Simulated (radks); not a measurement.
Results of a calculation; reference values are marked as such.
The rhenium ion Re58+, 17 electrons, occupied as [Ne] 3s2 3p5. Level of theory: scalar-relativistic Kohn-Sham, LB94 model potential, spin-polarised, spherical densities, finite nucleus; open shells are filled with parallel spins first (spin-orbit coupling, left out, can overturn this in heavy ions); Fermi nuclear charge, rms radius 5.3698 fm (a radial shooting solver on a logarithmic mesh with Libxc functionals).

Normalised radial functions P(r) = r R(r), r in bohr:

```
   r/bohr * 3s up, o 3s down, + 3p up (the largest magnitude, 2.66, reaches the edge; | marks zero, & curves that meet)
0.0008291                             +  &
 0.001029                             +   &
 0.001277                             +   &
 0.001585                             +    &
 0.001967                             +     &
 0.002442                             +      &
  0.00303                             |+     &
 0.003761                             |+      &
 0.004668                             |+       &
 0.005793                             | +       &
 0.007132                             |  +      &
 0.008852                             |   +     &
  0.01099                             |    +   &
  0.01363                             |      &
  0.01692                             |    &   +
    0.021                             |&         +
  0.02607                         &   |             +
  0.03235                   &         |               +
  0.04015               &             |               +
  0.04983             &               |              +
  0.06185               &             |         +
  0.07676                     &       |  +
  0.09526                     +       |  &
   0.1182           +                 |               &
   0.1467    +                        |                        &
   0.1821   +                         |                          &
    0.226        +                    |                     &
   0.2805                +            |             &
   0.3482                       +     |     &
   0.4321                           + | &
   0.5363                             &
```

3s up: eigenvalue -6616.4 eV, 2 radial nodes at r = 0.0216, 0.0896 bohr, <r> = 0.184 bohr, 90 % of the charge inside 0.268 bohr. 3s down: eigenvalue -6609.9 eV, 2 radial nodes at r = 0.0216, 0.0896 bohr, <r> = 0.184 bohr, 90 % of the charge inside 0.268 bohr. 3p up: eigenvalue -6156.7 eV, 1 radial node at r = 0.0813 bohr, <r> = 0.181 bohr, 90 % of the charge inside 0.269 bohr.
